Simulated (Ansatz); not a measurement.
Cost and result up the ladder for SiSn4 (5 atoms). Charge 0, multiplicity 1. Geometry: PBE-D4/def2-SVP.

```xyz
5

Si   -0.223   -1.149    0.263
Sn   -1.932   -0.315   -1.432
Sn    1.241    0.231   -1.504
Sn    1.834   -0.035    1.488
Sn   -0.920    1.267    1.185
```

Ansatz on 4 threads of Arm Neoverse V2 on a shared host. Times are rough, and most runs start from the orbitals of an earlier one. No level here is sound enough to serve as a yardstick. Binding counts from free atoms at the same level (Si triplet, Sn triplet; other spins of the atoms weren't run), without zero-point energy or a counterpoise term.

In the def2 sets Sn takes a core potential; there is no spin–orbit coupling. Correlated methods freeze 21 core orbitals; core or outer-core shells of Sn are correlated, in sets that lack core-valence functions. The rows differ in basis, and correlated rows in double-zeta sets carry the largest basis error. Another isomer (singlet) lies 0.52 eV lower at PBE0-D4/def2-TZVP; other spin states weren't run for this one.

Run but left out: HF/def2-TZVP (restricted singlet, unstable in another Hartree–Fock run and untested here).

Correlated methods converge slowly with the basis, most of all in double-zeta sets.

| level | functions | wall time | binding energy per atom (eV) | remarks |
| --- | --- | --- | --- | --- |
| BLYP-D4/def2-TZVP | 237 | 3.7 s | 2.50 | restricted SCF unstable in HF |
| PBE-D4/def2-TZVP (with forces) | 237 | 4.3 s | 2.67 | restricted SCF unstable in HF |
| PBE0-D4/def2-TZVP | 237 | 9.5 s | 2.52 | restricted SCF unstable in HF |
| r2SCAN-D4/def2-TZVP | 237 | 9.5 s | 2.53 | restricted SCF unstable in HF |
| CCSD(T)/def2-SVP | 122 | 37 s | 2.11 | restricted SCF unstable |
